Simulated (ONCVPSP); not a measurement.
**Ni ONCV: all-electron and pseudo phase curves**

ONCVPSP 4.0.1 input, shortened (lines: element, Z, core and valence counts, functional; n l f; lmax; l rc ep ncon nbas qcut; lloc lpopt rc5 dvloc0; l nproj debl; icmod fcfact rcfact), PW91, scalar-relativistic:

```
  Ni 28.00    5    2  -109134      upf
    1    0    2.00
    2    0    2.00
    2    1    6.00
    3    0    2.00
    3    1    6.00
    3    2    8.00
    4    0    2.00
    3
    0    2.20    0.00    3    8    3.70
    1    1.95    0.31    3    7    4.80
    2    1.05    0.00    4    8   17.40
    3    2.40    0.27    5    9    5.00
    4    5    0.95    0.00
    0    2    1.40
    1    2    2.30
    2    1    3.40
    3    1    1.10
    3    2.25    1.20
```

The phase is arctan(r·R′/R) of the radial function R(r), unwrapped; energies in Ha, scanned from -2 to 5 Ha. A pole is an energy at which the radial function vanishes at the test radius. The pseudo phase is shifted by a multiple of π to meet the all-electron one at the reference energy, and phase errors are pseudo minus all-electron; the curves can meet again beyond the range given. Levels narrower than the energy grid can be missing from the lists of poles.

```json
{"channel": "s", "radius (bohr)": "2.23", "reference energy (Ha)": "-0.21", "poles, all-electron": "1.22", "poles, pseudo": "1.22", "unbroken range about the reference energy with phases within 0.05 rad": "below 3.0", "phase error 1 Ha above the reference energy (rad)": "-0.000"}
{"channel": "p", "radius (bohr)": "1.98", "reference energy (Ha)": "0.31", "poles, all-electron": "2.75", "poles, pseudo": "2.75, 3.07", "unbroken range about the reference energy with phases within 0.05 rad": "below 3.0", "phase error 1 Ha above the reference energy (rad)": "-0.002"}
{"channel": "d", "radius (bohr)": "1.06", "reference energy (Ha)": "-0.33", "poles, all-electron": "1.57", "poles, pseudo": "1.63", "unbroken range about the reference energy with phases within 0.05 rad": "below 4.2", "phase error 1 Ha above the reference energy (rad)": "+0.003"}
{"channel": "f", "radius (bohr)": "2.43", "reference energy (Ha)": "0.27", "poles, all-electron": "2.75", "poles, pseudo": "2.71, 3.49", "unbroken range about the reference energy with phases within 0.05 rad": "below 2.9", "phase error 1 Ha above the reference energy (rad)": "+0.004"}
```

Note: ghosts flagged at negative energy: s at -93.2 eV; GHOST(+) flagged for p at 83.1 eV, f at 84.6 eV. A true bound ghost makes a file unfit for plane-wave use.

Phases in the p channel:

```tsv
E (Ha)	all-electron	pseudo
-1.98	1.262	1.224
-1.80	1.231	1.201
-1.62	1.200	1.174
-1.44	1.163	1.142
-1.26	1.121	1.102
-1.08	1.069	1.052
-0.90	1.003	0.988
-0.72	0.916	0.902
-0.54	0.797	0.785
-0.36	0.630	0.621
-0.18	0.393	0.387
0.00	0.076	0.073
0.18	-0.284	-0.284
0.36	-0.608	-0.608
0.54	-0.853	-0.853
0.72	-1.026	-1.027
0.90	-1.149	-1.151
1.08	-1.239	-1.241
1.26	-1.307	-1.310
1.44	-1.361	-1.363
1.62	-1.404	-1.406
1.80	-1.440	-1.442
1.98	-1.471	-1.472
2.16	-1.498	-1.499
2.34	-1.522	-1.523
2.52	-1.544	-1.544
2.70	-1.565	-1.565
2.88	-1.585	-1.587
3.06	-1.604	-4.698
3.24	-1.623	-4.753
3.42	-1.642	-4.773
3.60	-1.662	-4.792
3.78	-1.684	-4.811
3.96	-1.708	-4.832
4.14	-1.735	-4.854
4.32	-1.766	-4.880
4.50	-1.805	-4.909
4.68	-1.852	-4.945
4.86	-1.915	-4.989
```
